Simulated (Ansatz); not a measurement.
`BC(B)=C` + `FC([SiH3])S` → `BSC(F)[SiH3]` + `BC=C` at 700 K and 1 bar (ligand exchange at a B–C bond).

Computed with Ansatz on PBE0-D4/def2-TZVP structures; ΔE is electronic, products minus reactants. CCSD(T)/CBS adds triple-zeta CCSD(T) − MP2 to the extrapolated MP2 energy (def2 sets, frozen cores). Each species was taken in one conformer, which may not be the lowest.

```json
{"species": "`BC(B)=C`", "CCSD(T)/CBS energy (Eh)": "-129.23883", "H − E (kJ/mol)": "260.1", "S (J/(mol·K))": "400.6"}
{"species": "`FC([SiH3])S`", "CCSD(T)/CBS energy (Eh)": "-827.68200", "H − E (kJ/mol)": "211.1", "S (J/(mol·K))": "427.5"}
{"species": "`BSC(F)[SiH3]`", "CCSD(T)/CBS energy (Eh)": "-853.08988", "H − E (kJ/mol)": "261.6", "S (J/(mol·K))": "489.5"}
{"species": "`BC=C`", "CCSD(T)/CBS energy (Eh)": "-103.86193", "H − E (kJ/mol)": "214.7", "S (J/(mol·K))": "339.5"}
```

H − E and S are ideal-gas, rigid-rotor, harmonic terms from PBE0-D4/def2-TZVP, for one conformer and one mirror image of each species. 1 Eh = 2625.50 kJ/mol, R = 8.31446 J/(mol·K).

Question: By hand: ΔE, ΔH, ΔS and ΔG.

Answer: ΔE = (-853.08988) + (-103.86193) − (-129.23883) − (-827.68200) = -0.03098 Eh = -81.3 kJ/mol. Δ(H − E) = 261.6 + 214.7 − 260.1 − 211.1 = 5.1, so ΔH = -76.2 kJ/mol. ΔS = 489.5 + 339.5 − 400.6 − 427.5 = 0.9 J/(mol·K). ΔG = -76.2 − 700 × (0.9)/1000 = -76.8 kJ/mol.

Question: By hand: the equilibrium constant, and the temperature at which ΔG would vanish if ΔH and ΔS stayed fixed.

Answer: log₁₀ K = −ΔG/(RT ln 10) = 5.7. ΔH and −TΔS have one sign here, so there is no such temperature.

The number of gas molecules stays the same, so ΔS is small and ΔH decides. A doubt of 5 kJ/mol in ΔE shifts log₁₀ K by 0.4 here. Other conformers and mirror images would add mixing entropy, several J/(mol·K) or more a flexible species. Modes under 60 cm⁻¹, often nearly free rotors, make the harmonic entropy too high. These are equilibria of isolated gas molecules and say nothing of rates. Largest T1 diagnostic: 0.014 (customary marks: 0.02 for closed shells, 0.045 for open ones).

ΔS is within the doubt of such terms, so its sign, and with it that verdict, could turn.
